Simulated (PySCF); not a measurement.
All of these have the formula C4H3FO2. Method: TDDFT CAM-B3LYP/def2-SVPD, vertical, gas phase, core orbitals frozen in the response in PySCF. Geometries: GFN2-xTB; one conformer of each isolated species. Triplets are in the Tamm–Dancoff approximation.

A. `O=C1CC(F)=CO1`
B. `C#CC(=O)OCF`
C. `O=CC1=C[C@H](F)O1`

Lowest singlet levels (six at most, fewer where fewer were computed) with oscillator strengths:

1. 5.02 eV (f 0.000); 5.83 eV (f 0.000); 6.14 eV (f 0.084); 7.02 eV (f 0.000); 7.26 eV (f 0.103); 8.36 eV (f 0.036); T1 4.59 eV
2. 3.57 eV (f 0.000); 4.39 eV (f 0.106); 6.41 eV (f 0.027); 7.10 eV (f 0.036); 7.33 eV (f 0.014); 7.69 eV (f 0.145); T1 2.53 eV
3. 5.63 eV (f 0.000); 5.67 eV (f 0.080); 6.66 eV (f 0.010); 7.09 eV (f 0.000); 7.36 eV (f 0.111); 7.68 eV (f 0.005); T1 3.94 eV

Problem. Match each spectrum to its molecule.

Solution. 1 = B, 2 = C, 3 = A.
- A: S1 at 5.63 eV, HOMO-1→LUMO (82%), HOMO-1→LUMO+2 (15%); Löwdin shares by element: HOMO carbon 52% or more, oxygen 20% or more, fluorine 11% (atoms not listed hold the other 17%); LUMO carbon 48% or more, oxygen 18% or more (atoms not listed hold the other 35%); HOMO -8.76 and LUMO 0.18 eV; point group Cs, 2 of its 6 listed states under f = 0.0005.
- B: S1 at 5.02 eV, HOMO→LUMO (96%); Löwdin shares by element: HOMO carbon 52% or more, oxygen 41%; LUMO carbon 63% or more, oxygen 21% or more (atoms not listed hold the other 16%); HOMO -10.22 and LUMO -0.69 eV.
- C: S1 at 3.57 eV, HOMO-1→LUMO (95%); Löwdin shares by element: HOMO carbon 52% or more, oxygen 36%; LUMO carbon 61% or more, oxygen 24% or more (atoms not listed hold the other 15%); HOMO -9.08 and LUMO -1.72 eV.
